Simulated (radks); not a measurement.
Initial-state core-level shifts of the palladium ion Pd+ when its valence configuration changes from [Kr] 4d9. All-electron calculation, Dirac Kohn-Sham, PBEsol, spin-unpolarised, spherical densities, point nucleus; open shells fill j = l - 1/2 first. Program: a radial shooting solver on a logarithmic mesh with Libxc functionals. Shifts are changes of the shell-averaged eigenvalues in eV (positive: less bound).

valence           1s       2p       3s       3p
4d7 5s2       -9.256   -9.804   -9.633   -9.634
4d8 5p1       -5.763   -5.972   -5.936   -5.936
4d8 5s1       -4.407   -4.654   -4.594   -4.595
4d8.5 5p0.5   -2.842   -2.938   -2.926   -2.926
4d7 5p2      -11.822  -12.312  -12.185  -12.184
4d7 5s1 5p1  -10.568  -11.086  -10.937  -10.937
4d6 5s1 5p2  -16.994  -17.855  -17.551  -17.551
4d8.5 5s0.5   -2.145   -2.262   -2.238   -2.238
